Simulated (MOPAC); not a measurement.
Input file for MOPAC: PM6 on GeH5N (SMILES [NH2][GeH3]), a point of a bond scan (R = 4.150 Å).

```
PM6 1SCF PRECISE CHARGE=0 THREADS=1
GeH5N

Ge    -0.36016542 1     0.04050046 1     0.02987818 1
N      1.47031303 1    -0.14001610 1    -0.20882542 1
H     -2.17528883 1    -2.51616288 1    -2.68846981 1
H     -0.70255945 1     1.50788045 1    -0.27308504 1
H     -0.85896258 1    -0.30670081 1     1.45462877 1
H      1.80695904 1    -1.08530079 1    -0.07685644 1
H      2.02009845 1     0.47463113 1     0.37790643 1
```

The log:

```
*******************************************************************************
 **                                                                           **
 **                              MOPAC v23.2.5                                **
 **                                                                           **
 *******************************************************************************
 ** MOPAC's Digital Object Identifier: https://doi.org/10.5281/zenodo.6511958 **
 **                                                                           **
 ** Please cite the open-source release paper for use of this MOPAC version:  **
 ** J. E. Moussa and J. J. P. Stewart (2026)                                  **
 ** MOPAC: An open-source semiempirical molecular orbital program             **
 ** J. Open Source Softw., 11(119), 8025, https://doi.org/10.21105/joss.08025 **
 *******************************************************************************

                              PM6 CALCULATION RESULTS

 *******************************************************************************
 *  PM6        - The PM6 Hamiltonian to be used
 *
 *
 *
 *                 CHARGE ON SYSTEM = 0
 *
 *
 *
 *  PRECISE    - TIGHTER CRITERIA TO BE USED
 *  1SCF       - DO 1 SCF AND THEN STOP
 *  THREADS=1  - MULTI-THREADING NOT USED
 *  T=         - A TIME OF 172800.0 SECONDS REQUESTED
 *  DUMP=N     - RESTART FILE WRITTEN EVERY 7200.0 SECONDS REQUESTED
 *******************************************************************************
PM6 1SCF PRECISE CHARGE=0 THREADS=1
 GeH5N

   ATOM   CHEMICAL          X               Y               Z
  NUMBER   SYMBOL      (ANGSTROMS)     (ANGSTROMS)     (ANGSTROMS)

     1      Ge         -0.36016542  *   0.04050046  *   0.02987818  *
     2       N          1.47031303  *  -0.14001610  *  -0.20882542  *
     3       H         -2.17528883  *  -2.51616288  *  -2.68846981  *
     4       H         -0.70255945  *   1.50788045  *  -0.27308504  *
     5       H         -0.85896258  *  -0.30670081  *   1.45462877  *
     6       H          1.80695904  *  -1.08530079  *  -0.07685644  *
     7       H          2.02009845  *   0.47463113  *   0.37790643  *



          CARTESIAN COORDINATES

    NO.       ATOM           X           Y           Z

     1        Ge         -0.3602      0.0405      0.0299
     2         N          1.4703     -0.1400     -0.2088
     3         H         -2.1753     -2.5162     -2.6885
     4         H         -0.7026      1.5079     -0.2731
     5         H         -0.8590     -0.3067      1.4546
     6         H          1.8070     -1.0853     -0.0769
     7         H          2.0201      0.4746      0.3779

 General Reference for PM6:
 "Optimization of Parameters for Semiempirical Methods V: Modification of NDDO Approximations
 and Application to 70 Elements", J. J. P. Stewart, J. Mol. Mod., 13, 1173-1213 (2007)
 URL: https://link.springer.com/article/10.1007/s00894-007-0233-4

           Empirical Formula: H5 N Ge  =     7 atoms



      MOLECULAR POINT GROUP   :   C1


      RHF CALCULATION, NO. OF DOUBLY OCCUPIED LEVELS = 7



 ALL CONVERGERS ARE NOW FORCED ON
 SHIFT=10, PULAY ON, CAMP-KING ON
 AND ITERATION COUNTER RESET



 -------------------------------------------------------------------------------
 PM6 1SCF PRECISE CHARGE=0 THREADS=1
 GeH5N



     1SCF WAS SPECIFIED, SO BFGS WAS NOT USED
     SCF FIELD WAS ACHIEVED


                              PM6 CALCULATION
                                                       MOPAC v23.2.5 Linux




          FINAL HEAT OF FORMATION =        169.06514 KCAL/MOL =     707.36855 KJ/MOL


          COSMO AREA              =        110.37 SQUARE ANGSTROMS
          COSMO VOLUME            =         88.87 CUBIC ANGSTROMS

          IONIZATION POTENTIAL    =          6.583778 EV
          HOMO LUMO ENERGIES (EV) =         -6.584 -2.869
          NO. OF FILLED LEVELS    =          7
          MOLECULAR WEIGHT        =         91.6362         POINT GROUP:  C1

          MOLECULAR DIMENSIONS (Angstroms)

            Atom       Atom       Distance
            H     7    H     3     5.99573
            H     6    H     4     3.56988
            H     5    N     2     2.41153


          SCF CALCULATIONS        =          1





   ATOM   CHEMICAL          X               Y               Z
  NUMBER   SYMBOL      (ANGSTROMS)     (ANGSTROMS)     (ANGSTROMS)

     1      Ge         -0.36016542  *   0.04050046  *   0.02987818  *
     2       N          1.47031303  *  -0.14001610  *  -0.20882542  *
     3       H         -2.17528883  *  -2.51616288  *  -2.68846981  *
     4       H         -0.70255945  *   1.50788045  *  -0.27308504  *
     5       H         -0.85896258  *  -0.30670081  *   1.45462877  *
     6       H          1.80695904  *  -1.08530079  *  -0.07685644  *
     7       H          2.02009845  *   0.47463113  *   0.37790643  *

                             CARTESIAN COORDINATES

   1   Ge       -0.360165420     0.040500460     0.029878180
   2    N        1.470313030    -0.140016100    -0.208825420
   3    H       -2.175288830    -2.516162880    -2.688469810
   4    H       -0.702559450     1.507880450    -0.273085040
   5    H       -0.858962580    -0.306700810     1.454628770
   6    H        1.806959040    -1.085300790    -0.076856440
   7    H        2.020098450     0.474631130     0.377906430


           Empirical Formula: H5 N Ge  =     7 atoms



      MOLECULAR POINT GROUP   :   C1


                  EIGENVALUES
 -29.17204 -17.41677 -15.87269 -13.00933 -11.46730  -9.01501  -6.58378  -2.86863
   1.39276   2.96407   3.41375   6.10607   7.34956


              NET ATOMIC CHARGES AND DIPOLE CONTRIBUTIONS

  ATOM NO.   TYPE          CHARGE      No. of ELECS.   s-Pop       p-Pop
    1         Ge          -0.151867        4.1519     1.28272     2.86915
    2          N          -0.613022        5.6130     1.58393     4.02910
    3          H           0.162766        0.8372     0.83723
    4          H           0.099947        0.9001     0.90005
    5          H           0.066783        0.9332     0.93322
    6          H           0.214677        0.7853     0.78532
    7          H           0.220715        0.7793     0.77928
 DIPOLE           X         Y         Z       TOTAL
 POINT-CHG.    -2.375    -1.575    -0.852     2.974
 HYBRID         0.818    -0.007     1.289     1.527
 SUM           -1.557    -1.582     0.438     2.262


          ATOMIC ORBITAL ELECTRON POPULATIONS

     Atom    s        px        py        pz
    1 Ge   1.28272   0.81094   1.04739   1.01082
    2  N   1.58393   1.16782   1.21102   1.65026
    3  H   0.83723
    4  H   0.90005
    5  H   0.93322
    6  H   0.78532
    7  H   0.77928

 **********************
 *                    *
 * JOB ENDED NORMALLY *
 *                    *
 **********************




 == MOPAC DONE ==
```

The run finished.

Cost: around 0.17 core-seconds (rough).
